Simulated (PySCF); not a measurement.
# Worked example: oscillator strength and radiative lifetime

Pb(OH)(NH2) (H₃NOPb), SMILES [NH2][Pb][OH] (connectivity only; charge and spin as stated), neutral, multiplicity 1.

The structure is a stationary point at B3LYP-D3(BJ)/def2-TZVP. The def2 effective core potentials stand for the cores of Pb; spin–orbit coupling is left out. The values are those of a single conformer.

TDDFT-CAM-B3LYP/def2-SVPD (PySCF) puts the first singlet state with f over 0.02 at 4.65 eV (vertical), with the transition dipole (0.281, 0.596, 0.000) in atomic units.

Q: Find the oscillator strength, the wavelength and the radiative lifetime that this transition would have in vacuum if emission retraced absorption.

A: 
|μ|² = 0.4342 au, so |μ| = 1.67 D. ΔE = 4.65/27.211 = 0.1709 hartree. f = (2/3) ΔE |μ|² = 0.049 (the program prints 0.049).
λ = 1239.84/4.65 = 267 nm; ν = 37505 cm⁻¹.
Einstein's coefficient A = 0.6670 ν² f s⁻¹ (ν in cm⁻¹) = 4.6e7 s⁻¹, so τ = 1/A = 22 ns. This state is S1. The figure is the radiative limit of this one transition; relaxation, internal conversion, crossing to triplets and a medium change what is measured.
